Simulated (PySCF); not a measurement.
NMR data sheet: C6H9FO

```yaml
Formula: C6H9FO
SMILES: C[C@@]12CCC[C@]1(F)O2
InChI: InChI=1S/C6H9FO/c1-5-3-2-4-6(5,7)8-5/h2-4H2,1H3/t5-,6+/m1/s1
Point_group_of_the_computed_structure: C1
Degrees_of_unsaturation: 2
Carbon_signals: 6
Proton_signals: 7
```

Structure with atom numbers: `[CH3:1][C@@:2]12[CH2:3][CH2:4][CH2:5][C@:6]1([F:7])[O:8]2`; H(Xn) means a hydrogen on atom n. Ha(C3), Ha(C4), Ha(C5) are pro-R; Hb(C3), Hb(C4), Hb(C5) are pro-S.

Level of theory: shieldings: GIAO PBE0/pcSseg-1, GFN2-xTB structure, in PySCF 2.14 (equivalent nuclei averaged, no solvent model, no relativistic terms, one conformer).

Referencing at the same level of theory: 1H (σ = 31.72 ppm) and 13C (σ = 186.93 ppm) against TMS; CFCl3 for 19F (σ = 170.95 ppm); H2O for 17O (σ = 336.08 ppm).

| carbon | δC, type | δH (multiplicity) | HMBC from (2–3 bonds) | span of the C tensor (ppm) |
| --- | --- | --- | --- | --- |
| C1 | 17.5, CH3 | 1.52 (s) | Ha(C3), Hb(C3) | 41 |
| C2 | 63.3, C | – | Hb(C5), Ha(C5), Ha(C3), H(C1), Hb(C4), Ha(C4), Hb(C3) | 97 |
| C3 | 33.2, CH2 | Hb(C3) 1.42 (m); Ha(C3) 1.66 (m) | Hb(C5), Ha(C5), H(C1), Hb(C4), Ha(C4) | 40 |
| C4 | 22.5, CH2 | Ha(C4) 1.47 (m); Hb(C4) 1.50 (m) | Hb(C5), Ha(C5), Ha(C3), Hb(C3) | 31 |
| C5 | 31.1, CH2 | Ha(C5) 2.02 (m); Hb(C5) 2.19 (m) | Ha(C3), Hb(C4), Ha(C4), Hb(C3) | 39 |
| C6 | 104.9, C | – | Hb(C5), Ha(C5), Ha(C3), H(C1), Hb(C4), Ha(C4), Hb(C3) | 103 |

Other nuclei:
```json
{"atoms": "F7", "nucleus": "19F", "environment": "fluorine on an sp3 carbon", "δ (ppm)": "-184.1", "σ (ppm)": "355.1"}
{"atoms": "O8", "nucleus": "17O", "environment": "ether oxygen", "δ (ppm)": "87.7", "σ (ppm)": "248.4"}
```

1. Carbon types of the structure: 2 × C, 3 × CH2, 1 × CH3, which accounts for all hydrogens.
2. δC 104.9, 63.3: epoxide ring carbon.
3. δC 33.2, 31.1, 22.5: sp3 CH2 in a ring; a saturated carbon with 2 carbon neighbours and no heteroatom attached.
4. δC 17.5: methyl carbon; aliphatic region, no heteroatom directly attached.
5. δH 2.19, 2.02, 1.66, 1.50, 1.47, 1.42: hydrogen on an sp3 CH2 in a ring.
6. δH 1.52: hydrogen on a methyl carbon.

Splittings by 19F in the carbon and heteronuclear signals aren't shown, as no couplings were computed. Shifts are as computed. Against solution values, carbons near 30 ppm lie about +3 ppm off and those near 130 ppm about +5 ppm. Of 1211 compounds with measured shifts, 218 miss one by over three times the rms of a fit or turn the order of signals round; such compounds aren't used in these exercises. Unscaled 19F shifts against computed CFCl3 carry errors that often reach 10 to 50 ppm. Experimental scales use liquid or dissolved standards, which lie at an offset from isolated H2O (liquid H2O: subtract about 36 ppm). No couplings were computed; multiplicities are counted from neighbouring protons, with m where these are inequivalent, close in shift, in a saturated or five-membered ring or joined by F or P, and br s for small geminal =CH2 splittings.
